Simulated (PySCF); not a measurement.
C₄HCoO₄, charge +1, doublet, at a GFN2-xTB geometry (such geometries of metal compounds can be far from the true shape) (the multiplicity is a formal guess); DF-B3LYP/def2-SV(P) (PySCF).

Input for PySCF:
```python
from pyscf import gto, scf, dft

mol = gto.M(
    atom='''
Co    0.321360   -0.038812    0.094866
O     1.666022   -0.150988   -2.509055
C     1.139702   -0.108010   -1.520054
O     0.110033    0.399324    2.987008
C     0.177010    0.232468    1.880366
O    -1.315459    2.335405   -0.606260
C    -0.717299    1.424968   -0.345754
O    -1.514291   -2.397203   -0.188682
C    -0.880139   -1.478257   -0.101160
H     1.437200   -0.871397    0.494137
''',
    basis='def2-sv(p)',
    charge=1,
    spin=1,
    verbose=5,
)

mf = dft.UKS(mol)
mf.xc = 'b3lyp'
mf.grids.prune = None
mf = mf.density_fit(auxbasis='def2-universal-jkfit')
mf.kernel()
mf.analyze()
```

What the program printed (banner, timings and long lists left out):

```
PySCF version 2.14.0

[INPUT] verbose = 5
[INPUT] max_memory = 4000
[INPUT] num. atoms = 10
[INPUT] num. electrons = 83
[INPUT] charge = 1
[INPUT] spin (= nelec alpha-beta = 2S) = 1
[INPUT] symmetry False subgroup None
[INPUT] Mole.unit = angstrom
[INPUT] Symbol           X                Y                Z      unit          X                Y                Z       unit  Magmom
[...]
[INPUT] ---------------- BASIS SET ----------------
[INPUT] l, kappa, [nprim/nctr], expnt,             c_1 c_2 ...
[INPUT] C
[...]
                                186.29004992      0.040638409211
                                42.251176346      0.18025593888
                                11.676557932      0.46315121755
                                3.5930506482      0.44087173314
[...]
                                2.0103545142      0.21117025112
                                0.54771004707     0.51328172114
[...]
[INPUT] Co
[...]
                                9895.3896027      0.010946072783
                                2251.4305789      0.05428595389
                                635.61097084      0.18885179079
                                206.78820681      0.38301634994
                                71.179242971      0.29443551266
[...]
                                16.118079243      0.64455537395
                                6.603032771       0.45116787924
[...]
                                1.8956426324      0.72231409008
                                0.78466232067     0.44903812296
[...]
                                198.76386994      0.069880208716
                                62.854963098      0.27037070345
                                22.56284228       0.5290478688
                                8.3713209127      0.34357029579
[...]
                                1.6508041817      0.56693392384
                                0.61834231096     0.23617979783
[...]
                                11.942533053      0.15206951283
                                4.0046495664      0.37310913999
                                1.3413193804      0.47549837676
[...]
[INPUT] H
[...]
                                1.9622572         0.13796524
                                0.44453796        0.47831935
[...]
[INPUT] O
[...]
                                340.87010191      -0.03989003923
                                77.363135167      -0.17853911985
                                21.47964494       -0.46427684959
[...]
converged SCF energy = -1835.95847581161  <S^2> = 0.76234941  2S+1 = 2.0123115
Total Energy =                       -1835.958475811612743
[...]
spin_pop of  6 C 3dxz      0.00001
spin_pop of  6 C 3dx2-y2    0.00027
spin_pop of  7 O 1s        0.00000
spin_pop of  7 O 2s       -0.00025
spin_pop of  7 O 3s        0.00028
spin_pop of  7 O 2px      -0.00509
spin_pop of  7 O 2py       0.00030
spin_pop of  7 O 2pz      -0.00812
spin_pop of  7 O 3px      -0.00002
spin_pop of  7 O 3py       0.00002
spin_pop of  7 O 3pz      -0.00002
spin_pop of  7 O 3dxy      0.00010
spin_pop of  7 O 3dyz      0.00000
spin_pop of  7 O 3dz^2     0.00004
spin_pop of  7 O 3dxz      0.00000
spin_pop of  7 O 3dx2-y2    0.00001
spin_pop of  8 C 1s        0.00000
spin_pop of  8 C 2s        0.06236
spin_pop of  8 C 3s        0.00714
spin_pop of  8 C 2px       0.00531
spin_pop of  8 C 2py       0.01438
spin_pop of  8 C 2pz       0.00251
spin_pop of  8 C 3px       0.00007
spin_pop of  8 C 3py       0.00021
spin_pop of  8 C 3pz      -0.00016
spin_pop of  8 C 3dxy     -0.00001
spin_pop of  8 C 3dyz     -0.00005
spin_pop of  8 C 3dz^2    -0.00000
spin_pop of  8 C 3dxz     -0.00003
spin_pop of  8 C 3dx2-y2   -0.00007
spin_pop of  9 H 1s       -0.04847
spin_pop of  9 H 2s        0.00001
 ** Mulliken Spin Density (per atom)  **
spin density of  0 Co =      0.89178
spin density of  1 O =      0.02037
spin density of  2 C =      0.00891
spin density of  3 O =      0.02037
spin density of  4 C =      0.00891
spin density of  5 O =      0.01256
spin density of  6 C =      0.00666
spin density of  7 O =     -0.01277
spin density of  8 C =      0.09165
spin density of  9 H =     -0.04846
 ** Mulliken pop alpha/beta on meta-lowdin orthogonal AOs **
 ** Mulliken pop       alpha | beta **
In total            42.00000 | 41.00000
 ** Mulliken atomic charges   ( Nelec_alpha | Nelec_beta ) **
charge of  0Co =      0.78847  (    13.55166     12.65988 )
charge of  1O =     -0.05984  (     4.04011      4.01973 )
charge of  2C =      0.15325  (     2.92783      2.91892 )
charge of  3O =     -0.05983  (     4.04010      4.01973 )
charge of  4C =      0.15323  (     2.92784      2.91893 )
charge of  5O =     -0.05591  (     4.03423      4.02167 )
charge of  6C =      0.13388  (     2.93639      2.92973 )
charge of  7O =     -0.06473  (     4.02598      4.03875 )
charge of  8C =      0.12064  (     2.98551      2.89385 )
charge of  9H =     -0.10915  (     0.53035      0.57880 )

WARN: System has nonzero charge 1; the dipole moment is origin-dependent.
Location of origin: [0. 0. 0.]

Dipole moment(X, Y, Z, Debye):  0.21036,  0.45657,  0.01388
```
